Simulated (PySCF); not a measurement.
# Reading the logs of faulty runs: AlBCH7Si

Calculated results; nothing here was measured. They come from PySCF 2.14.0, an open-source quantum chemistry program, on an isolated molecule that a program drew, which may never have been made. The molecule is AlBCH7Si (charge 0, doublet), drawn as the SMILES string `[BH][AlH][CH2][SiH3]`.

Each row is a Hartree-Fock (HF) and frozen-core CCSD(T) single point in the cc-pV(D+d)Z basis, meant for a local HF minimum. Run 1 is clean. Each other run has one planted mistake out of seven kinds, and not every kind appears here: one electron removed, one electron added, multiplicity raised by two, geometry at a saddle point, minimal basis STO-3G, one bond length entered in bohr, all coordinates scaled. The reference is restricted for singlets and unrestricted otherwise, and also for a bond in bohr. Adding or removing an electron swaps singlet and doublet. Electrons count all cores. HOMO and LUMO are orbital energies over both spins, the gradient is its largest component, and the lowest frequency (negative if imaginary) is given only where the gradient is small. Bond lengths are over the 10 bonds as drawn. T1 is the CCSD diagnostic: over 0.02 (restricted) or 0.045 (unrestricted) a single reference is doubtful.

Geometry of the clean run:
```xyz
11
AlBCH7Si, angstrom
B     3.3781    1.6876    1.6581
Al    1.3705    1.5753    1.2024
C     0.5471   -0.1191    0.6244
Si    0.2471   -0.3615   -1.2130
H     4.5355    1.7613    1.9254
H     0.5029    2.8928    1.3391
H    -0.4280   -0.1982    1.1250
H     1.1545   -0.9628    0.9761
H    -0.5975    0.7326   -1.7561
H     1.5333   -0.3527   -1.9563
H    -0.4341   -1.6491   -1.4979
```

| run | electrons | basis functions | <S^2> | HOMO (eV) | LUMO (eV) | gradient (hartree/bohr) | lowest frequency (cm^-1) | mean bond (Å) | longest bond (Å) | T1 | HF (hartree) | CCSD(T) (hartree) | mistake |
|---|---|---|---|---|---|---|---|---|---|---|---|---|---|
| 1 | 45 | 109 | 0.759 | -8.20 | 1.00 | 1.2e-05 | 25 | 1.5335 | 2.062 | 0.0132 | -597.40714 | -597.85625 | no fault |
| 2 | 45 | 35 | 0.765 | -5.66 | 7.40 | 3.9e-02 | - | 1.5335 | 2.062 | 0.0105 | -590.37012 | -590.57373 | minimal basis STO-3G |
| 3 | 46 | 109 | 0.000 | -0.49 | 6.64 | 4.4e-02 | - | 1.5335 | 2.062 | 0.0167 | -597.38771 | -597.87960 | ? |
| 4 | 45 | 109 | 0.757 | -8.37 | 1.04 | 5.8e-02 | - | 1.4246 | 1.915 | 0.0125 | -597.35431 | -597.79914 | ? |

**Which mistake was planted in run 3, and what did it cost?**

It counts 46 electrons, one more than the clean run, at the same geometry and basis. So the mistake is: one electron added. Subtracting run 1 and multiplying by 627.51 kcal/mol a hartree, the energy moved by 12.2 kcal/mol in HF and -14.7 kcal/mol in CCSD(T).

**Which mistake was planted in run 4, and what did it cost?**

The mean and the longest bond both change by the same factor, 0.929, and the gradient is no longer small. So the mistake is: all coordinates scaled. Subtracting run 1 and multiplying by 627.51 kcal/mol a hartree, the energy moved by 33.2 kcal/mol in HF and 35.8 kcal/mol in CCSD(T).

